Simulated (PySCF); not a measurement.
BrClFHOSi, SMILES O[Si](F)(Cl)Br. Heavy atoms are numbered as in [OH:1][Si:2]([F:3])([Cl:4])[Br:5]. Hydrogens are named by the atom that carries them.

The structure is a stationary point at B3LYP-D3(BJ)/def2-SVP. One conformer was computed; it need not be the lowest.

Calculation: PySCF with CAM-B3LYP/def2-TZVP.

ESP charges are fitted to the potential on shells at 1.4 to 2.0 van der Waals radii. Atomic charges (e), one atom of each kind:

```json
[
 {"atom": "O1 (OH)", "ESP fit": "-0.49", "IAO": "-0.79", "Mulliken": "-0.48", "Löwdin": "-0.09"},
 {"atom": "Si2", "ESP fit": "[?]", "IAO": "1.46", "Mulliken": "0.77", "Löwdin": "-0.64"},
 {"atom": "F3", "ESP fit": "-0.15", "IAO": "-0.53", "Mulliken": "-0.28", "Löwdin": "0.02"},
 {"atom": "Cl4", "ESP fit": "-0.02", "IAO": "-0.28", "Mulliken": "-0.17", "Löwdin": "0.29"},
 {"atom": "Br5", "ESP fit": "[?]", "IAO": "-0.25", "Mulliken": "-0.17", "Löwdin": "0.22"},
 {"atom": "H on O1", "ESP fit": "[?]", "IAO": "0.39", "Mulliken": "0.34", "Löwdin": "0.19"}
]
```

Q: What belongs in the gaps? (Estimate from the structure and the level; the computed values follow.)

A: 
- Si2, ESP fit: 0.28
- Br5, ESP fit: -0.06
- H on O1, ESP fit: 0.44

Q: Give the Mayer and Wiberg (Löwdin basis) orders of the bonds. (An estimate is asked for; the answer gives what the named calculation found.)

A: 
| bond | Mayer | Wiberg |
|---|---|---|
| O1–Si2 | 1.26 | 1.73 |
| Si2–F3 | 1.13 | 1.71 |
| Si2–Cl4 | 1.25 | 1.87 |
| Si2–Br5 | 1.19 | 1.76 |
